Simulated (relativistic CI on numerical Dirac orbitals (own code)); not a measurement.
Method of calculation: Dirac-Coulomb-Breit CI, KLI orbitals optimised for each configuration, QED by a radiative potential, unscaled Slater integrals (own radial code, finite nucleus).

CI space (outside the closed core [Ne]): 3s2 3p6 3d9, 3s2 3p6 3d8 4s, 3s2 3p5 3d10, 3s2 3p6 3d8 4p, 3s2 3p6 3d8 4d, 3s 3p6 3d10, 3s2 3p6 3d8 5s, 3s2 3p6 3d8 5p, 3s2 3p6 3d8 4f, 3s2 3p6 3d7 4s2, 3s2 3p6 3d8 5d, 3s2 3p6 3d8 6s, 3s2 3p6 3d8 6p, 3s2 3p6 3d8 5f, 3s2 3p6 3d8 5g, 3s2 3p6 3d8 6d, 3s2 3p6 3d7 4s 4p, 3s2 3p6 3d7 4p2, 3s2 3p6 3d7 4s 4d, 3s2 3p5 3d9 4s, 3s2 3p6 3d7 4p 4d, 3s2 3p5 3d9 4p. Levels of other configurations are missing.

At this charge configurations can still be misplaced by up to about 7 % of their energy.

Outline of the computed level scheme of As VII. Lowest level of each configuration: 3s2 3p6 3d9 2D_5/2 at 0.0000 eV; 3s2 3p6 3d8 4s 4F_9/2 at 49.4436 eV; 3s2 3p6 3d8 4p 4D°_7/2 at 63.5585 eV.

Some strong electric-dipole decays among the lowest 45 levels: 3s2 3p6 3d8 4p 2D°_5/2 → 3s2 3p6 3d9 2D_5/2 (1.7e+10 s⁻¹); 3s2 3p6 3d8 4p 2D°_3/2 → 3s2 3p6 3d9 2D_3/2 (1.4e+10 s⁻¹); 3s2 3p6 3d8 4p 2D°_5/2 → 3s2 3p6 3d9 2D_5/2 (1.3e+10 s⁻¹); 3s2 3p6 3d8 4p 2D°_3/2 → 3s2 3p6 3d9 2D_3/2 (1.1e+10 s⁻¹); 3s2 3p6 3d8 4p 2F°_5/2 → 3s2 3p6 3d9 2D_5/2 (8.1e+09 s⁻¹); 3s2 3p6 3d8 4p 2F°_7/2 → 3s2 3p6 3d9 2D_5/2 (7.3e+09 s⁻¹); 3s2 3p6 3d8 4p 4F°_5/2 → 3s2 3p6 3d9 2D_5/2 (5.5e+09 s⁻¹); 3s2 3p6 3d8 4p 2F°_7/2 → 3s2 3p6 3d9 2D_5/2 (4.4e+09 s⁻¹).

LS names give the leading component of a level, which can be under half, so a name can repeat, a term be missing and a line seem to break the LS rules.
